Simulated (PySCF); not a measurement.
Task: Write Cartesian coordinates for `N#Cc1ccccc[cH+]1` as optimised with B3LYP/def2-SV(P). (Charge +1.)

Result: 
```
atom  x, y, z in Å
N1     3.892   -0.674   -0.191
C2     2.752   -0.455   -0.177
C3     1.339   -0.185   -0.162
C4     0.959    1.176   -0.154
C5    -0.326    1.728   -0.139
C6    -1.570    1.077   -0.129
C7    -1.830   -0.298   -0.130
C8    -0.909   -1.358   -0.142
C9     0.489   -1.314   -0.156
H10    1.785    1.894   -0.160
H11   -0.362    2.823   -0.136
H12   -2.448    1.731   -0.119
H13   -2.887   -0.586   -0.120
H14   -1.343   -2.364   -0.140
H15    0.996   -2.284   -0.163
```

Orientation and origin are arbitrary. Atoms count from 1 in this order. The 7-membered ring C3–C4–C5–C6–C7–C8–C9 has internal angles of 127.4° to 129.2° (sum 900°, against 900° for a flat polygon); it is planar, 0.00 Å rms from its mean plane, widest ring torsion 0°. C3 (substituted aromatic carbon) is planar (angles 127.4°, 116.4° and 116.2°, sum 360.0°, 0.00 Å off the plane of its three neighbours). The C–C distances run from 1.398 Å (C4–C5, aromatic) to 1.439 Å (C2–C3, drawn single), a spread of 0.041 Å. C5 (aromatic CH carbon) is planar (angles 129.1°, 115.7° and 115.2°, sum 360.0°, 0.00 Å off the plane of its three neighbours).

Bonds between heavy atoms (Å): N1≡C2 1.161, C2–C3 1.439, C3–C4 1.413, C4–C5 1.398, C5–C6 1.404, C6–C7 1.400, C7–C8 1.404, C8–C9 1.398, C3–C9 1.413.

Computed, not measured: PySCF, B3LYP/def2-SV(P) geometry optimisation, gas phase.

Point group: C2v (every atom within 0.08 Å of its image). No frequency check. Isolated species at its B3LYP/def2-SV(P) geometry, gas phase.
